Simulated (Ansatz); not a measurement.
Basis-set extrapolation for C₂H₈ClNOSi (`CN[SiH](Cl)OC`) (PBE0-D4/def2-TZVP geometry, frozen core, Ansatz 0.2.0). Multiplicity 1, RHF reference.

```json
{"": "HF", "def2-TZVPP": "-958.375638", "def2-QZVPP": "-958.408319"}
{"": "MP2 correlation", "def2-TZVPP": "-1.104633", "def2-QZVPP": "-1.190745"}
{"": "CCSD(T) correlation", "def2-TZVPP": "-1.206589", "def2-QZVPP": "not run"}
```

Energies in hartree. Use E(X) = E(∞) + A·exp(−7.88·√X) for Hartree–Fock and E(X) = E(∞) + B·X^(−2.97) for correlation, with X = 3 and 4, and add CCSD(T) minus MP2 of the smaller set to the MP2 limit.

Q: What is the CCSD(T) energy at the basis-set limit?

A: HF limit: -958.408319 + (-0.032681) × 0.13774 = -958.41282. MP2 limit: -1.190745 + (-0.086112) × 0.74074 = -1.25453. Higher-order term: -1.206589 − (-1.104633) = -0.10196. Total: -959.76931 hartree, 117.4 kcal/mol below CCSD(T)/def2-TZVPP.
